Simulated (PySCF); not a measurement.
## Computed vibrations of [Tb(BH4)2]+

[Tb(BH4)2]+ (singlet in the valence; each metal's 4f electrons, 8 of them, lie in its core potential, out of spins and levels). PySCF 2.14.0, RKS PBE0, Tb lcecp-1-SVP with ECP54, B def2-SVP, H def2-SVP; non-relativistic Hamiltonian with scalar-relativistic core potentials where named; density fitting; no spin-orbit coupling. Central differences of gradients.

```xyz
11

Tb    0.0000    0.0000   -0.1980
B     2.0186   -0.0257    1.0564
H     2.9866   -0.0203    1.7611
H     1.1178   -0.8378    1.4373
H     2.2158   -0.3062   -0.1562
H     1.4011    1.0872    1.0281
B    -2.0186    0.0257    1.0563
H    -2.9866    0.0203    1.7611
H    -1.1178    0.8378    1.4373
H    -2.2158    0.3062   -0.1562
H    -1.4011   -1.0872    1.0281
```

Run from Python with OMP_NUM_THREADS=2. Where DIIS fails, smearing, a level shift and second-order steps follow.
It took 2 min on 2 threads of Arm Neoverse V1 (shared host).

(1) What are the harmonic wavenumbers and infrared intensities?

(2) Is this a minimum?

An lcecp potential fixes the number of 4f electrons, so in runs with it no electron can move into or out of that shell.

Answers

(1) Modes are labelled in C2; negative numbers are unstable modes, those under 60 cm⁻¹ near the noise; a finer grid moves soft modes by up to 10 cm⁻¹.
| cm⁻¹ | km/mol | symmetry |
| --- | --- | --- |
| 114 | 0.9 | a |
| 134 | 3.7 | a |
| 144 | 0.3 | b |
| 545 | 64.1 | b |
| 562 | 11.3 | a |
| 609 | 12.4 | b |
| 644 | 0.0 | a |
| 649 | 0.5 | b |
| 657 | 0.3 | a |
| 1079 | 3.9 | a |
| 1080 | 14.1 | b |
| 1093 | 2.2 | a |
| 1106 | 23.8 | b |
| 1233 | 214.0 | b |
| 1256 | 69.5 | a |
| 1276 | 188.6 | b |
| 1283 | 16.2 | a |
| 1295 | 13.2 | b |
| 1298 | 0.2 | a |
| 2174 | 4.4 | a |
| 2177 | 165.1 | b |
| 2195 | 336.5 | b |
| 2197 | 12.6 | a |
| 2251 | 16.4 | b |
| 2258 | 188.2 | a |
| 2717 | 21.8 | b |
| 2717 | 9.5 | a |

(2) Yes. Ideal gas at 298.15 K and 1 bar: S = 340.5 J/(mol K), Cp = 91.8 J/(mol K), H − H(0 K) = 18.2 kJ/mol (rigid rotor, harmonic modes, spin degeneracy alone, that of the 4f electrons in the core included).
